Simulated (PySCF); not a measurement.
Cartesian coordinates in Å; atom numbers follow the order of the lines, from 1:
```xyz
17

C     3.065   -0.906    0.396
O     1.681   -0.603    0.456
C     1.126    0.019   -0.610
O     1.744    0.327   -1.601
C    -0.290    0.237   -0.360
C    -1.124    0.843   -1.228
C    -2.501    0.967   -0.795
C    -2.788    0.465    0.415
Si   -1.228   -0.275    1.195
H     3.453   -0.664   -0.595
H     3.588   -0.319    1.153
H     3.190   -1.970    0.601
H    -0.806    1.219   -2.190
H    -3.223    1.445   -1.442
H    -3.782    0.507    0.828
H    -0.802    0.441    2.395
H    -1.312   -1.722    1.371
```

[PySCF 2.14.0 with density-fitted response routines: GFN2-xTB structure; shieldings: GIAO PBE0/pcSseg-1; gas phase; one computed conformer; non-relativistic Hamiltonian; fast rotation and ring inversion assumed for equivalent nuclei]

Shifts are taken against calculated references (same method and geometry level): TMS for 13C (σ = 186.93 ppm), 1H (σ = 31.72 ppm), 29Si (σ = 349.16 ppm); H2O for 17O (σ = 336.08 ppm).

```json
{"atoms": "C7", "nucleus": "13C", "count": "1", "δ (ppm)": "155.3"}
{"atoms": "H15", "nucleus": "1H", "count": "1", "δ (ppm)": "6.67"}
{"atoms": "C8", "nucleus": "13C", "count": "1", "δ (ppm)": "146.5"}
{"atoms": "O4", "nucleus": "17O", "count": "1", "δ (ppm)": "?"}
{"atoms": "C5", "nucleus": "13C", "count": "1", "δ (ppm)": "140.1"}
{"atoms": "H14", "nucleus": "1H", "count": "1", "δ (ppm)": "?"}
{"atoms": "H13", "nucleus": "1H", "count": "1", "δ (ppm)": "8.17"}
{"atoms": "C6", "nucleus": "13C", "count": "1", "δ (ppm)": "?"}
{"atoms": "Si9", "nucleus": "29Si", "count": "1", "δ (ppm)": "-47.0"}
{"atoms": "H16/H17", "nucleus": "1H", "count": "2", "δ (ppm)": "4.66"}
{"atoms": "C3", "nucleus": "13C", "count": "1", "δ (ppm)": "170.9"}
{"atoms": "H10/H11/H12", "nucleus": "1H", "count": "3", "δ (ppm)": "4.17"}
{"atoms": "C1", "nucleus": "13C", "count": "1", "δ (ppm)": "?"}
{"atoms": "O2", "nucleus": "17O", "count": "1", "δ (ppm)": "190.9"}
```

Estimate the values marked ?.

Answers


- C6: 166.3 ppm, β carbon of a C=C–C=O unit; conjugation with the carbonyl draws π density from the β position
- C1: 49.9 ppm, methyl carbon bonded to O; pulled downfield by the heteroatom
- H14: 7.45 ppm, hydrogen on an alkene CH; attached to an sp2 carbon and in the plane of the double bond
- O4: 390.9 ppm, ester carbonyl oxygen

Shifts are as computed. Against solution values, carbons near 30 ppm lie about +3 ppm off and those near 130 ppm about +5 ppm. Of 1211 compounds with measured shifts, 218 miss one by over three times the rms of a fit or turn the order of signals round; such compounds aren't used in these exercises. Unscaled 17O shifts of doubly bonded oxygen tend to come out too high, by tens of ppm or more. Experimental scales use liquid or dissolved standards, which lie at an offset from isolated H2O (liquid H2O: subtract about 36 ppm).
